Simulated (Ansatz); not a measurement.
Cartesian coordinates (Å):
SMILES: O[Si](Cl)(Cl)Cl
```xyz
6

O     -1.0515    -0.0845    -0.8723
Si     0.3021    -0.0067     0.0421
Cl     1.8641    -0.2646    -1.2322
Cl     0.3199    -1.4673     1.4776
Cl     0.4617     1.8014     0.9903
H     -1.8964     0.0217    -0.4056
```
Charge 0, multiplicity 1.

These are frozen-core CCSD(T)/cc-pVTZ // PBE-D3(BJ)/def2-TZVP run with Ansatz (an electronic-structure program) values and carry that method's errors.

```yaml
HF energy: -1743.20300 Ha
MP2 correlation energy: -0.91397 Ha
```

Q: Estimate the CCSD correlation energy, the (T) correction, the total energy and the T1 diagnostic.

A: 
CCSD correlation energy: -0.95966 Ha
(T) correction: -0.03974 Ha
CCSD(T) total energy: -1744.20240 Ha
T1 diagnostic: 0.009
